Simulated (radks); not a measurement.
Results of a calculation; reference values are marked as such.
Spherical quantum dot in the effective-mass picture: electrons in a parabolic well V = omega^2 r^2 / 2 with omega = 4.1, all in effective atomic units (hartree* = m*/eps^2 hartree, bohr* = eps/m* bohr), one dielectric constant everywhere. Level of theory: non-relativistic Kohn-Sham, LDA (Slater exchange, Perdew-Wang correlation), spin-polarised, spherical densities (a radial shooting solver with Libxc functionals). Levels are named by radial order and angular momentum (1s, 1p, 1d, 2s, ...), and open shells are averaged over m.

N = 5, configuration 1s2 1p(up 3, down 0). This is the lowest configuration that the search found. Occupied and some empty levels:

level    occupation  eigenvalue (hartree*)  <r> (bohr*)
1s up             1                 11.677       0.6088
1s down           1                 11.997       0.6065
1p up             3                 15.135       0.7912
1p down           0                 15.474       0.7940
1d up             0                 18.765       0.9340
2s up             0                 19.049       0.8624
1d down           0                 19.078       0.9395
2s down           0                 19.279       0.8672
1f up             0                 22.512        1.056
1f down           0                 22.780        1.062

Energy (hartree*): total 54.8254, kinetic 18.847, external 24.623, Hartree 15.606, exchange-correlation -4.2501.
